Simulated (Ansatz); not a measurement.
`NB(Cl)O[SiH3]` + H₂ → `NBCl` + `O[SiH3]`  (hydrogenolysis of a B–O bond)

Calculated with Ansatz (gas phase, PBE0-D4/def2-TZVP geometries, no zero-point term in ΔE). CCSD(T)/CBS adds triple-zeta CCSD(T) − MP2 to the extrapolated MP2 energy (def2 sets, frozen cores). This one scheme is used for every species. Functionals use def2-TZVPP. B3LYP here is the variant with VWN-RPA as its local correlation; programs differ in this. HSE06 is defined as in plane-wave codes. Each species was taken in one conformer, which may not be the lowest.

```csv
level,ΔE (kJ/mol),difference from CCSD(T)/CBS
LDA (SPW92),92.4,3.1
PBE-D4,86.0,-3.3
revPBE-D4,90.3,1.0
BLYP-D4,93.0,3.7
r2SCAN-D4,93.9,4.6
B97M-V,93.7,4.4
B3LYP-D4,92.8,3.5
r2SCANh-D4,93.6,4.3
r2SCAN0-D4,93.1,3.8
HSE06-D4,86.9,-2.4
BHLYP-D4,94.6,5.3
CAM-B3LYP-D4,92.3,3.0
ωB97X-V,88.1,-1.2
B2PLYP,85.6,-3.7
PBE-QIDH,87.3,-2.0
revPBE,72.7,-16.6
BLYP,77.6,-11.7
r2SCAN,91.8,2.5
PBE0,80.4,-8.9
B3LYP,80.8,-8.5
r2SCANh,91.3,2.0
r2SCAN0,90.6,1.3
HSE06,80.5,-8.8
BHLYP,84.6,-4.7
CAM-B3LYP,85.2,-4.1
LC-ωPBE,82.0,-7.3
RPA@PBE/def2-TZVPP,84.7,-4.6
HF/def2-SVP,90.6,1.3
MP2/def2-SVP,101.9,12.6
CCSD/def2-SVP,94.7,5.4
CCSD(T)/def2-SVP,96.9,7.6
HF/def2-TZVPP,82.9,-6.4
MP2/def2-TZVPP,92.2,2.9
SCS-MP2/def2-TZVPP,88.3,-1.0
CCSD/def2-TZVPP,86.0,-3.3
HF/def2-QZVPP,83.7,-5.6
MP2/def2-QZVPP,92.9,3.6
SCS-MP2/def2-QZVPP,89.0,-0.3
HF/CBS(def2),83.8,-5.5
CCSD/CBS(def2),86.9,-2.4
CCSD(T)/CBS,89.3,0
```

(1) What do rigid-rotor, harmonic-oscillator terms from PBE0-D4/def2-TZVP frequencies (298.15 K, 1 bar) make of the CCSD(T)/CBS value? (Best estimate.)

Largest T1 diagnostic among the species: 0.011.

## Answers

(1) The calculation gave: ΔZPE = +18.1 kJ/mol, ΔH = +102.3 kJ/mol, ΔS = 34 J/(mol·K), ΔG = +92.1 kJ/mol. Modes under 50 cm⁻¹ make the entropy rough.

At CCSD(T), def2-SVP lies +7.6 kJ/mol from the extrapolated value and def2-TZVPP −0.9 kJ/mol. The D4 term adds +12.0 kJ/mol with B3LYP and +6.7 kJ/mol with PBE0; it sums over pairs of atoms, weighted by their polarisabilities, and B3LYP, whose exchange is more repulsive, gets the larger term.
